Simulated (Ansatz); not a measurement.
Calculated with Ansatz (gas phase, PBE0-D4/def2-TZVP geometries, no zero-point term in ΔE). CCSD(T)/CBS is the MP2 limit (def2-TZVPP, def2-QZVPP) plus CCSD(T) − MP2 in def2-TZVPP, frozen cores. This one scheme is used for every species. Functionals use def2-TZVPP. B3LYP here is the variant with VWN-RPA as its local correlation; programs differ in this. For Ge outer-core shells are correlated without core-valence functions, which leaves a few kJ/mol of doubt a bond. Scalar relativity is left out up to krypton. Each species was taken in one conformer, which may not be the lowest.

Consider the ligand exchange at the Si–C bond: `C[SiH2]C[SiH3]` + `[NH2][GeH3]` → `C[SiH2][NH][GeH3]` + `C[SiH3]`.

| level | ΔE (kJ/mol) |
| --- | --- |
| B3LYP | -60.1 |
| CCSD/def2-TZVPP | -58.7 |
| CCSD(T)/def2-TZVPP | -57.0 |
| HF/CBS(def2) | -70.0 |

(1) What does CCSD(T)/CBS give? (Best estimate.)

Largest T1 diagnostic among the species: 0.011.

Answers

(1) Computed: -56.5 kJ/mol. The listed levels differ from it by -3.6, -2.2, -0.5, -13.5 kJ/mol.

In def2-TZVPP, CCSD(T) changes the Hartree–Fock value by +12.2 kJ/mol (the triples alone add +1.7 kJ/mol) and MP2 by +11.1 kJ/mol.

CCSD(T)/CBS has its own doubt, a few kJ/mol and more with outer-core shells, so smaller differences from it don't rank the levels.
